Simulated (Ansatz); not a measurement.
Ideal-gas functions of `[NH2][Sb]([NH2])[OH]` at 800 K and 1 bar, from an Ansatz frequency run at PBE0-D4/def2-TZVP.

Molar mass 170.81 g/mol, point group C1 (symmetry number 1), electronic degeneracy 1, moments of inertia 108.637, 124.81, 151.714 u Å². Harmonic wavenumbers (cm⁻¹, unscaled): 79, 164, 195, 232, 252, 347, 482, 562, 594, 641, 651, 824, 848, 898, 1540, 1556, 3536, 3540, 3639, 3658, 3890.

Use S(trans) = R[1.5 ln M + 2.5 ln T − 1.1517]; rotational temperatures θ = 24.2544 K / I; S(rot) = R[ln(√π/σ · √(T³/θAθBθC)) + 1.5]; for each mode x = 1.438777 ν̃/T, S = R[x/(eˣ − 1) − ln(1 − e⁻ˣ)] and H = RT x/(eˣ − 1); 1 cm⁻¹ = 0.0119627 kJ/mol; R = 8.31446 J/(mol·K).

Question: By hand: the entropy, in J/(mol·K).

Answer: Translation 193.5. Rotation: θ = 0.2233, 0.1943, 0.1599 K, giving 121.3. Vibration, mode by mode: 24.55, 18.50, 17.07, 15.64, 14.97, 12.37, 9.76, 8.57, 8.15, 7.58, 7.46, 5.77, 5.57, 5.18, 2.08, 2.03, 0.11, 0.11, 0.09, 0.09, 0.06, in all 165.7. Electronic 0.0. Sum 480.5 J/(mol·K).

Question: By hand: H − E and G − E in kJ/mol, counted from the electronic energy.

Answer: Zero-point energy ½ × 28128 × 0.0119627 = 168.2; thermal vibration 62.8; translation, rotation and pV give 4 RT = 26.6. H − E = 257.6 kJ/mol, and G − E = 257.6 − 800 × 480.5/1000 = -126.8 kJ/mol.

Vibration gives 34 % of the entropy, 24.5 J/(mol·K) of it from the mode under 150 cm⁻¹: soft modes count most, and the harmonic formula is weakest for them. The sum counts one conformer and one mirror image; others add a mixing term.
